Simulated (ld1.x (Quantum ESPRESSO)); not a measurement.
What one change does to a pseudopotential (bismuth, TM)

Bi, norm-conserving Troullier–Martins (Kleinman–Bylander form), made with ld1.x (Quantum ESPRESSO) 7.5 (PBEsol, scalar-relativistic). Core [Xe] 4f14 5d10, reference 6s2 6p2 (charge +1). Waves: 6s (bound): rc 1.75 bohr; 6p (bound): rc 2.20 bohr. Local part: the p channel. Core correction: none.

Change: wave 6s (bound): rc 1.75 bohr becomes 6s (bound): rc 2.58 bohr.

Cutoffs: the cutoffs (Ry, on a coarse ladder) from which the occupation-weighted sum of valence levels, in a spherical-Bessel basis at the reference potential, stays within 10 and 1 mRy of its value at 400 Ry; they do not see the model core or the augmentation charge, which bear on the density cutoff. Errors are all-electron minus pseudo energies relative to the spin-unpolarised reference configuration.

Question: What does the change do?

Answer: The potential gets softer (30 Ry and 50 Ry → 18 Ry and 30 Ry); both files keep a bound ghost (d); of the 7 tests that both files solve, the error grows in 3 and shrinks in 3 by more than 15 % and 0.3 meV (median size 8.3 → 3.5 meV). A larger radius leaves more room for a smooth pseudo-wave, so fewer plane waves are needed.

```csv
quantity,base,changed
"cutoff, loose",30 Ry,18 Ry
"cutoff, tight",50 Ry,30 Ry
loose cutoff by channel (10 mRy a level),"s 21 Ry, p 10 Ry","s 10 Ry, p 10 Ry"
bound ghosts,d,d
"error for 6s2 6p3, meV [ΔE -7.95 eV]",+2.3,+2.8
"error for 6s2 6p1, meV [ΔE 15.29 eV]",-8.3,-6.6
"error for 6s2 6p0, meV [ΔE 38.65 eV]",+12,+22
"error for 6s2 6p3.3, meV [ΔE -9.05 eV]",+2.7,+3.5
"error for 6s2 6p2.5, meV [ΔE -4.84 eV]",+1.7,+1.9
"error for 6s1 6p3, meV [ΔE 10.86 eV]",+13,-3.5
"error for 6s0 6p5, meV [ΔE 12.63 eV]",+58,+34
```

 A true bound ghost makes a file unfit for plane-wave use even where its test errors are small: the radial tests pick states by their node count and pass the ghost by.
